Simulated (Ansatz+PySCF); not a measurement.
The numbers below are computed, except where a source is named.
A run of PySCF 2.14.0 on doublet AlBe at this shape:

```
atom   x (Å)   y (Å)   z (Å)
  Be  0.0000  0.0000  0.0000
  Al  0.8344  1.1125  2.4087
```

Its results:

| Quantity | Value |
| --- | --- |
| Converged | yes |
| Reference energy | -253.30716 hartree |
| CCSD correlation energy | -0.06624 hartree |
| Triples correction | -0.00031 hartree |
| Total energy | -253.37372 hartree |
| Spin squared of the determinant | 0.791 |

(1) Which input gives this output? Name the method, the orbitals and the basis set, and write the input.

Answers

(1) UHF-CCSD(T) in STO-3G.

```python
from pyscf import gto, scf, cc

mol = gto.M(atom="""
Be 0.000000 0.000000 0.000000
Al 0.834410 1.112550 2.408750
""", basis='sto-3g', charge=0, spin=1)
mf = scf.UHF(mol)
mf.kernel()
mycc = cc.CCSD(mf, frozen=5).run()
et = mycc.ccsd_t()
print(mf.e_tot, mycc.e_corr, et, mycc.e_tot + et)
```
